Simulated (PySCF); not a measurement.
Isomers of C6H12P2, mass 146.041 u with the commonest isotopes. The calculation used PBE0/pcSseg-1 in PySCF (dipole) on a GFN2-xTB geometry, gas phase. One conformer each, none proved a minimum here; rigid rotors.

Question: Order these by dipole moment, largest first.
A. `[CH3:1][P:2]([PH2:3])[C:4]1=[CH:5][CH2:6][CH2:7][CH2:8]1` with C1–P2–P3–H 175° and 83°, C1–P2–C4–C5 115°, C4–C5–C6–C7 -12°, C5–C6–C7–C8 18°, C6–C7–C8–C4 -18°, P2–C4–C8–C7 -165°
B. `[CH2:1]=[P@:2]1([PH2:3])[CH2:4][CH:5]=[C:6]([CH3:7])[CH2:8]1` with C1–P2–P3–H -67° and 26°, C1–P2–C4–C5 -95°, P2–C4–C5–C6 -18°, C5–C6–C8–P2 18°, C1–P2–C8–C6 115°
C. `[CH2:1]=[CH:2][P:3]([CH2:4][PH2:5])[C:6](=[CH2:7])[CH3:8]` with C1–C2–P3–C4 -141°, C2–P3–C4–P5 173°, P3–C4–P5–H 47° and -45°, C2–P3–C6–C7 122°

Answer: B (2.25 D), C (1.59 D), A (0.92 D).

Question: Order these by out-of-plane moment Σ m c² = (Ia + Ib − Ic)/2, largest first.
A. `[CH2:1]=[P@:2]1([PH2:3])[CH2:4][CH:5]=[C:6]([CH3:7])[CH2:8]1` with C1–P2–P3–H -67° and 26°, C1–P2–C4–C5 -95°, P2–C4–C5–C6 -18°, C5–C6–C8–P2 18°, C1–P2–C8–C6 115°
B. `[CH2:1]=[CH:2][P:3]([CH2:4][PH2:5])[C:6](=[CH2:7])[CH3:8]` with C1–C2–P3–C4 -141°, C2–P3–C4–P5 173°, P3–C4–P5–H 47° and -45°, C2–P3–C6–C7 122°
C. `[CH3:1][P:2]([PH2:3])[C:4]1=[CH:5][CH2:6][CH2:7][CH2:8]1` with C1–P2–P3–H 175° and 83°, C1–P2–C4–C5 115°, C4–C5–C6–C7 -12°, C5–C6–C7–C8 18°, C6–C7–C8–C4 -18°, P2–C4–C8–C7 -165°

Answer: A (89.23 u·Å²), B (73.46 u·Å²), C (34.89 u·Å²).

Question: Order these by radius of gyration √(Σ m r²/M), largest first.
A. `[CH3:1][P:2]([PH2:3])[C:4]1=[CH:5][CH2:6][CH2:7][CH2:8]1` with C1–P2–P3–H 175° and 83°, C1–P2–C4–C5 115°, C4–C5–C6–C7 -12°, C5–C6–C7–C8 18°, C6–C7–C8–C4 -18°, P2–C4–C8–C7 -165°
B. `[CH2:1]=[CH:2][P:3]([CH2:4][PH2:5])[C:6](=[CH2:7])[CH3:8]` with C1–C2–P3–C4 -141°, C2–P3–C4–P5 173°, P3–C4–P5–H 47° and -45°, C2–P3–C6–C7 122°
C. `[CH2:1]=[P@:2]1([PH2:3])[CH2:4][CH:5]=[C:6]([CH3:7])[CH2:8]1` with C1–P2–P3–H -67° and 26°, C1–P2–C4–C5 -95°, P2–C4–C5–C6 -18°, C5–C6–C8–P2 18°, C1–P2–C8–C6 115°

Answer: A (2.215 Å), B (2.183 Å), C (2.142 Å).

```csv
SMILES,point group,Ia (u·Å²),Ib (u·Å²),Ic (u·Å²),κ,μa (D),μb (D),μc (D)
CP(P)C1=CCCC1,C1,199.51,551.97,681.69,-0.81,0.73,0.36,0.42
C=[P@]1(P)CC=C(C)C1,C1,202.05,557.02,580.62,-0.95,1.29,1.84,0.19
C=CP(CP)C(=C)C,C1,264.97,504.16,622.21,-0.65,1.28,0.40,0.85
```
